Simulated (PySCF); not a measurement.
# [Eu(H2S)3]3+ relaxed at several levels

Computed with PySCF 2.14.0, def2-SVP on the ligands, density fitting, scalar-relativistic core potentials, no spin-orbit coupling, vacuum. Each row is relaxed at its own level from the same template. Distances are means of the shortest metal–ligand contacts, charges and spins Mulliken's; removal energies are rigid, with the ligand's formal charge and no counterpoise, so too large; for an anion taken off a cation in vacuum most of it is the attraction of opposite charges, and multiply charged cations can part far more cheaply with an electron moved from ligand to metal. lcecp potentials hold a fixed number of 4f electrons in the core, out of states, spins and gaps.

```csv
level,basis on the metal,point group,M–H2S (Å),charge on M (e),removal of one H2S (eV),unstable modes (below −25 cm⁻¹)
B3LYP,lcecp-1-SVP with ECP52,C1,2.894,1.59,2.87,not given
```

(1) What does the calculation give for TPSS, lcecp-1-SVP with ECP52?

Moved off a saddle point of the template and relaxed again: B3LYP, TPSS. One start shape was tried for each, so a minimum needn't be the lowest isomer.

Answers

(1) point group: C1, M–H2S (Å): 2.892, charge on M (e): 1.64, removal of one H2S (eV): 2.86, unstable modes (below −25 cm⁻¹): not given.
```xyz
10

Eu   -0.0963   -0.0621   -0.7943
S     2.6150   -0.1314    0.1964
H     3.0464   -1.4325    0.2113
H     3.4562    0.3012   -0.7958
S    -1.3214    2.5108   -0.2660
H    -1.3960    2.6978    1.0904
H    -0.3893    3.4888   -0.4983
S    -1.3905   -2.3412    0.4264
H    -2.5681   -1.9419    1.0044
H    -1.9559   -3.0896   -0.5746
```
